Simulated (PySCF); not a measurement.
**Cl⁺ (chlorine, charge +1): UHF calculation**

Configuration: [Ne] 3s2 3p4, high-spin 3P determinant. All numbers are calculated (PySCF 2.14, the spin-free X2C one-electron Hamiltonian (Gaussian nucleus), in x2c-QZVPPall with one added diffuse shell each of s, p, d, f type (10s7p5d3f1g, 86 functions)).

- Total energy: -460.471767 hartree
- One-electron energy: -629.2182 hartree
- Hartree (Coulomb) energy: 196.1457 hartree
- Exchange energy: -27.3992 hartree
- ⟨S²⟩: 2.0113
- ⟨L²⟩: 2.040
- Sum of ⟨r⟩: 13.32 bohr
- Sum of ⟨r²⟩: 20.58 bohr²
- Traceless quadrupole moment −½Σ⟨3z² − r²⟩ along its main axis: -1.40 e·bohr²
- Langevin diamagnetic susceptibility: -16.3 ×10⁻⁶ cm³/mol

| shell | electrons | mean orbital energy (hartree) | spread (hartree) | rms radius, mean of both spins (bohr) |
| --- | --- | --- | --- | --- |
| 1s α | 1 | -105.74912 | 0 | 0.105 |
| 1s β | 1 | -105.72324 | 0 | 0.105 |
| 2s α | 1 | -11.15409 | 0 | 0.478 |
| 2s β | 1 | -11.12936 | 0 | 0.478 |
| 2p α | 3 | -8.56220 | 0.02719 | 0.451 |
| 2p β | 3 | -8.51667 | 0.02175 | 0.451 |
| 3s α | 1 | -1.60743 | 0 | 1.61 |
| 3s β | 1 | -1.35220 | 0 | 1.61 |
| 3p α | 3 | -0.96812 | 0.08341 | 1.85 |
| 3p β | 1 | -0.86884 | 0 | 1.85 |

Densities and radii are taken from the X2C orbitals without a picture-change correction, which distorts them close to the nucleus.

Spin-orbit constants ζ (cm⁻¹) from the X2C one-electron operator on these orbitals: bare nucleus, nucleus screened by l(l+1)(2l+1)/3 electrons, and screened by the Breit-Pauli mean field of the electrons.

| shell | bare | screened nucleus | mean field |
| --- | --- | --- | --- |
| 2p | 10030 | 8848 | 8317 |
| 3p | 787.2 | 694.5 | 645.0 |

To first order the Landé constant is A = -322.5 cm⁻¹, so the lowest level has J = 2 and lies 0.0400 eV below the centre of the term. This holds in LS coupling only.
